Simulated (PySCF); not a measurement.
## Electronic structure of Te (tellurium, neutral) at the UHF level

Configuration: [Kr] 4d10 5s2 5p4, high-spin 3P determinant. Computed with PySCF 2.14 in aug-cc-pVTZ-PP with one added diffuse shell each of d, f type with ECP28MDF (6s5p5d3f, 67 functions), with scalar relativity through the core potential.

```json
{"Total energy": "-267.006374 hartree", "One-electron energy": "-466.7010 hartree", "Hartree (Coulomb) energy": "219.4808 hartree", "Exchange energy": "-19.7863 hartree", "⟨S²⟩": "2.0130", "⟨L²⟩": "2.053", "Sum of ⟨r⟩": "31.28 bohr", "Sum of ⟨r²⟩": "60.13 bohr²", "Traceless quadrupole moment −½Σ⟨3z² − r²⟩ along its main axis": "-3.29 e·bohr²"}
```

```csv
shell,electrons,mean orbital energy (eV),spread (eV),"rms radius, mean of both spins (bohr)"
4s α,1,-194.22,0,0.820
4s β,1,-193.89,0,0.820
4p α,3,-138.85,0.549,0.882
4p β,3,-138.53,0.098,0.882
4d α,5,-53.253,0.591,1.04
4d β,5,-52.976,0.324,1.04
5s α,1,-22.627,0,2.29
5s β,1,-18.123,0,2.29
5p α,3,-10.340,1.522,2.86
5p β,1,-8.487,0,2.86
```

Energies and moments cover only the electrons outside the core potential.
